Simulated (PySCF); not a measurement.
How methods differ on the excitation energy of He

He 1s2 (1S) → He 1s1 2p1, s spin flipped, as a difference of total energies. Computed with PySCF 2.14 in x2c-QZVPPall with one added diffuse shell each of s, p, d type (5s4p3d1f, 39 functions), with the spin-free X2C one-electron Hamiltonian (Gaussian nucleus). Correlated levels: valence: nothing frozen. The calculations carry no spin-orbit coupling.

| method | excitation energy (eV) |
| --- | --- |
| UHF | 23.116 |
| LDA | 23.360 |
| PBE | 23.227 |
| PBE0 | 23.353 |
| r2SCAN | 23.305 |
| LC-wPBE | 23.667 |
| BLYP | 23.411 |
| HSE06 | 23.371 |
| MP2 (valence) | 23.947 |
| SCS-MP2 (valence) | 24.114 |

Problem. How much does correlation contribute at MP2 (valence)?

Solution. 23.947 − (23.116) = 0.831 eV, measured against UHF.

The upper determinant mixes two multiplicities, so it lies between the two terms.

The promoted electron is Rydberg-like, and one or two diffuse shells describe it only roughly, which tends to raise the upper state.

In the upper state the promoted electron has a positive orbital energy at LDA, PBE, PBE0, r2SCAN, BLYP, HSE06, so the basis confines it.
